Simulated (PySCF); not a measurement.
**Absolute configuration from chiroptical data**

Method: TDDFT PBE0/def2-SVPD circular dichroism and optical rotation, one conformer, gas phase (PySCF). Geometry: GFN2-xTB.

States above about 6.7 eV (minus the energy of the highest occupied orbital) lie near or above the ionisation threshold and depend on the basis.

Values for one enantiomer of C5H8OS, R in 10⁻⁴⁰ esu² cm² (velocity form):
| λ (nm) | f | R |
| --- | --- | --- |
| 216 | 0.025 | -7.2 |
| 208 | 0.009 | -16.9 |
| 197 | 0.037 | -0.1 |
| 186 | 0.008 | +11.6 |
| 184 | 0.025 | -36.9 |
| 181 | 0.010 | +15.9 |
| 177 | 0.012 | -4.4 |
| 173 | 0.001 | -2.4 |
| 171 | 0.003 | -2.6 |
| 166 | 0.061 | -3.3 |
| 162 | 0.019 | +10.9 |
| 161 | 0.040 | +21.1 |
| 158 | 0.012 | +4.4 |
| 157 | 0.054 | +11.0 |
| 156 | 0.005 | -0.4 |
| 153 | 0.017 | +18.6 |

[α] at 589.3 nm: -154 deg dm⁻¹ (g/mL)⁻¹ (origin-invariant length gauge).

(1) Which structure gives these signs?
A. O=[S@@]1C[C@H]2C[C@@H]1C2
B. O=[S@]1C[C@H]2C[C@@H]1C2

Answers

(1) B. Its CIP labels in SMILES order are S, R, S; the other enantiomer gives every sign reversed.

Geometry of O=[S@]1C[C@H]2C[C@@H]1C2 as run:
```xyz
15

O     0.752    2.563   -0.124
S     0.778    1.319   -0.892
C     1.435   -0.011    0.250
C     0.180   -0.812    0.525
C    -0.897    0.242    0.829
C    -0.866    0.482   -0.675
C    -0.476   -0.982   -0.856
H     2.206   -0.578   -0.267
H     1.849    0.478    1.128
H     0.313   -1.670    1.182
H    -0.613    1.085    1.458
H    -1.835   -0.187    1.176
H    -1.675    0.957   -1.220
H    -1.332   -1.653   -0.843
H     0.176   -1.226   -1.693
```
